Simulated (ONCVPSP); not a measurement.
**erbium (Er): variants of one ONCV potential**

Base potential:

ONCVPSP 4.0.1 input, shortened (lines: element, Z, core and valence counts, functional; n l f; lmax; l rc ep ncon nbas qcut; lloc lpopt rc5 dvloc0; l nproj debl; icmod fcfact rcfact), PBE, scalar-relativistic:

```
  Er 68.00   10    4        4      upf
    1    0    2.00
    2    0    2.00
    2    1    6.00
    3    0    2.00
    3    1    6.00
    3    2   10.00
    4    0    2.00
    4    1    6.00
    4    2   10.00
    4    3   11.00
    5    0    2.00
    5    1    6.00
    5    2    1.00
    6    0    2.00
    3
    0    2.15    0.00    4    9    6.30
    1    2.15    0.00    4    7    7.80
    2    2.65    0.00    4    9    6.10
    3    2.40    0.45    4    8    4.30
    1    5    2.15    0.00
    0    3    0.80
    1    0    1.50
    2    2    2.30
    3    2    2.20
    3    3.75    1.60
```

All-electron outer shells of the reference configuration (PBE, scalar-relativistic, ld1.x):

| shell | level (eV) | outermost node (bohr) | outermost maximum (bohr) |
| --- | --- | --- | --- |
| 5s | -56.02 | 0.60 | 1.10 |
| 5p | -29.76 | 0.65 | 1.26 |
| 4f | -9.48 | – | 0.51 |
| 6s | -4.41 | 1.49 | 3.22 |
| 5d | -2.09 | 0.73 | 1.88 |

Cutoffs, loose and tight: the cutoffs (Ha) at which the residual kinetic energy of the hardest occupied pseudo-wave falls to 1 and 0.1 mHa per electron. They do not see the model core or the augmentation charge, which bear on the density cutoff. Test errors are all-electron minus pseudo excitation energies from the reference, over the configurations 5s2 5p6 5d1 6s1; 5s2 5p6 5d1 6s0; 5s2 5p6 5d0 6s0; 5s2 5p6 5d1 6s1.5. A dash means not determined; rows that change the core or the reference have their own tests. The largest error is taken over the tests solved by every variant that gives reliable tests at all: 5s2 5p6 5d1 6s0; 5s2 5p6 5d1 6s1; 5s2 5p6 5d1 6s1.5.

For the base: The cutoffs count occupied waves only; projector 2 of the f channel, the hardest unoccupied one, needs 62 Ha at the loose tolerance.

A true bound ghost makes a file unfit for plane-wave use even where its test errors are small: the radial tests pick states by their node count and pass the ghost by.

| change | outcome | cutoff, loose | cutoff, tight | bound ghosts | GHOST(+) flags above zero | largest test error (meV) |
| --- | --- | --- | --- | --- | --- | --- |
| base | generated | 15 Ha | 19 Ha | f | f | -6.4 |
| d: qcut 6.7 | generated | 15 Ha | 19 Ha | f | f | -6.3 |
| all radii but the core radius scaled by about 1.10 (s 2.36, p 2.36, d 2.90, f 2.62 bohr) | generated | 11 Ha | 18 Ha | none | f | -9.2 |
| f: qcut 5.1 | generated | 15 Ha | 19 Ha | f | f | -6.4 |
| p: nproj 1; local potential polynomial inside 1.95 bohr (lpopt 5, dvloc0 0 Ha) | generated | 15 Ha | 19 Ha | f | f | -7.1 |
| p: rc 1.78 | generated | 20 Ha | 24 Ha | f | f | -6.1 |
| core correction Teter function, fcfact 3.9, rcfact 1.6 | generated | 15 Ha | 19 Ha | f | f | -7.4 |
